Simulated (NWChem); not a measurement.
SiNH3O, singlet; SMILES N[Si]O

```xyz
6

Si    -0.6591     0.0603     0.0000
O      0.4103     1.3490     0.0000
H      1.3631     1.2022     0.0000
N      0.4148    -1.2944     0.0000
H      1.4323    -1.2941     0.0000
H      0.0480    -2.2412     0.0000
```
Atoms are numbered in this order, from 1.

Program: NWChem. Pople sets run with spherical d functions. Low-valent species are run as closed-shell singlets; no triplet was tried in these runs. The geometry was optimised at PBE0/def2-SVP. Static field.

**Question.** Among these, which level gives the highest value of “isotropic polarisability (bohr³)”?
(A) B3LYP/6-31+G*
(B) PBE/6-31+G*
(C) CAM-B3LYP/6-31+G*

**Answer.** B, PBE/6-31+G*. Values: CAM-B3LYP/6-31+G* 41.7; B3LYP/6-31+G* 43.0; PBE/6-31+G* 44.9
